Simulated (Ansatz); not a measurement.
C6H13NO, SMILES `CCCC(=O)N(C)C`. Charge 0, multiplicity 1.

Cartesian coordinates in Å:
```
C 1.735 -0.316 2.276
C 1.339 -1.373 1.260
C 0.082 -1.013 0.485
C 0.316 0.103 -0.520
O 1.440 0.504 -0.764
N -0.779 0.622 -1.144
C -2.135 0.189 -0.937
C -0.612 1.706 -2.078
H 0.937 -0.151 3.006
H 1.949 0.633 1.781
H 2.629 -0.615 2.827
H 1.167 -2.327 1.769
H 2.156 -1.528 0.553
H -0.289 -1.888 -0.061
H -0.714 -0.728 1.181
H -2.725 0.958 -0.422
H -2.177 -0.725 -0.352
H -2.615 -0.008 -1.902
H 0.443 1.963 -2.127
H -1.187 2.581 -1.757
H -0.960 1.415 -3.075
```

Question: Give the diagnostics of a CCSD(T)/def2-TZVPP run (frozen core, Ansatz 0.2.0). (Best estimate.)

Answer: Ansatz gave: T1 = 0.0126, largest single amplitude 0.019, largest double 0.015, (T) share of the correlation energy 4.0 %, 9 CCSD cycles. The RHF solution is stable towards an unrestricted one. T1 lies under the customary mark of 0.02 for closed shells.
